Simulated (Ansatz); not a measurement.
Program: Ansatz 0.2.0.

A structure relaxed at PBE0-D4/def2-TZVP, charge 0, multiplicity 1:

```xyz
24

C    -0.908   -1.422   -2.297
C    -1.209   -1.219   -0.825
C    -2.146   -2.282   -0.287
O    -1.791    0.048   -0.638
Al   -1.389    1.503    0.106
O     0.056    1.740    0.934
C     1.245    1.041    1.203
C     2.091    0.938   -0.053
C     1.982    1.747    2.323
H    -0.222   -0.654   -2.661
H    -0.453   -2.399   -2.472
H    -1.831   -1.357   -2.878
H    -0.262   -1.280   -0.267
H    -1.718   -3.279   -0.411
H    -2.342   -2.121    0.775
H    -3.100   -2.243   -0.820
H    -2.413    2.685    0.034
H     0.999    0.022    1.539
H     2.343    1.937   -0.417
H     3.021    0.397    0.143
H     1.553    0.408   -0.844
H     2.898    1.212    2.587
H     1.351    1.814    3.211
H     2.247    2.762    2.015
```

Give its formula and SMILES.

C6H15AlO2, `CC(C)[O][AlH][O]C(C)C`.

Point group (tolerance 0.08 Å, 0.16 Å for H)?

C1.

Summarise the bond lengths by kind.

4 × C–C 1.516 to 1.518 Å; 14 × C–H 1.091 to 1.101 Å; 2 × C–O 1.406 Å; 2 × Al–O 1.683 Å; 1 × Al–H 1.566 Å.
